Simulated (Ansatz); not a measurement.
C$_{4}$H$_{8}$BN (`C=CB(C)C=N`), relaxed with RKS PBE0-D4/def2-TZVP in Ansatz 0.2.0 from a PBE-D4/def2-SVP geometry. The force threshold is 0.005 eV/Å; the program also tests the step.

The species carries charge 0 and has multiplicity 1.

Start:

```xyz
14

C     2.019   -0.751    0.524
C     0.695   -0.650    0.792
B    -0.334    0.041   -0.156
C     0.051    0.771   -1.495
C    -1.861    0.038    0.274
N    -2.273    0.190    1.489
H     2.457   -0.306   -0.386
H     2.722   -1.283    1.188
H     0.337   -1.133    1.723
H    -0.385    1.794   -1.527
H     1.133    0.846   -1.722
H    -0.443    0.234   -2.338
H    -2.665    0.020   -0.503
H    -1.454    0.190    2.135
```

| step | energy (eV) | largest force (eV/Å) | largest move (Å) |
| --- | --- | --- | --- |
| 1 | -6438.0612 | 0.866 | 0.000 |
| 2 | -6438.1238 | 0.252 | 0.031 |
| 3 (rejected) | -6438.1227 | 0.256 | 0.057 |
| 4 | -6438.1285 | 0.118 | 0.029 |
| 5 | -6438.1303 | 0.037 | 0.017 |
| 6 | -6438.1305 | 0.020 | 0.005 |
| 7 | -6438.1306 | 0.006 | 0.005 |
| 8 | -6438.1307 | 0.023 | 0.012 |
| 9 | -6438.1307 | 0.010 | 0.012 |
| 10 | -6438.1308 | 0.009 | 0.021 |
| 11 | -6438.1308 | 0.005 | 0.005 |
| 12 | -6438.1308 | 0.004 | 0.004 |

End:

```xyz
14

C     2.000   -0.728    0.523
C     0.693   -0.647    0.787
B    -0.326    0.044   -0.153
C     0.053    0.748   -1.495
C    -1.844    0.065    0.277
N    -2.258    0.163    1.479
H     2.427   -0.283   -0.370
H     2.697   -1.243    1.178
H     0.344   -1.131    1.700
H    -0.357    1.764   -1.522
H     1.117    0.802   -1.727
H    -0.448    0.223   -2.320
H    -2.632    0.091   -0.487
H    -1.467    0.132    2.131
```

Hardware: 4 threads of a server CPU on a shared host. Wall time 43 s, peak host memory 0.66 GiB.
